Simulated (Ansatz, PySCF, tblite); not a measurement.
Energy landscape of F2S, singlet: map of symmetric stretch and bend. Scanned: S-F bond length and F-S-F angle.

Methods: GFN2-xTB, 300 K electronic temperature (tblite); RHF/def2-TZVP, density fitting (PySCF); PBE0/def2-TZVP, density fitting (PySCF); PBE/def2-TZVP, density fitting (PySCF); RHF/aug-cc-pVTZ (Ansatz, an electronic-structure program); MP2/aug-cc-pVTZ = MP2 on RHF/aug-cc-pVTZ, frozen core run with Ansatz; CCSD/aug-cc-pVTZ = Ansatz with CCSD on RHF/aug-cc-pVTZ, frozen core; CCSD(T)/aug-cc-pVTZ = Ansatz with CCSD(T) on RHF/aug-cc-pVTZ, frozen core; CCSDT/cc-pVDZ = CCSDT on RHF/cc-pVDZ, frozen core (Ansatz); CCSDT(Q)/cc-pVDZ = CCSDT(Q) on RHF/cc-pVDZ, frozen core (Ansatz).

Energies in mEh at chosen points (x: S-F bond length (Å); y: F-S-F angle (°)), relative to x = 1.62, y = 96.23:

```csv
method,"(1.36, 165.32)","(2.02, 96.23)","(1.46, 130.77)","(1.70, 104.86)","(1.62, 130.77)","(2.02, 165.32)","(1.46, 96.23)"
GFN2-xTB,240.0,71.1,67.3,4.5,22.1,90.5,35.4
RHF,229.0,148.3,58.7,21.3,38.8,206.5,12.3
PBE0,225.0,112.7,63.8,12.5,29.6,155.8,26.8
PBE,232.7,87.9,71.1,6.4,25.7,120.0,37.8
RHF/aug-cc-pVTZ,242.1,144.8,63.6,20.1,39.4,202.7,16.1
MP2/aug-cc-pVTZ,244.6,102.3,72.8,10.2,30.8,150.7,33.5
CCSD/aug-cc-pVTZ,243.7,108.6,72.0,12.3,33.4,162.3,30.4
CCSD(T)/aug-cc-pVTZ,244.1,97.5,74.0,10.0,31.5,141.5,33.9
CCSDT/cc-pVDZ,292.1,74.3,94.4,2.6,31.0,122.3,55.9
CCSDT(Q)/cc-pVDZ,291.7,72.6,94.6,2.3,30.7,113.6,56.3
```
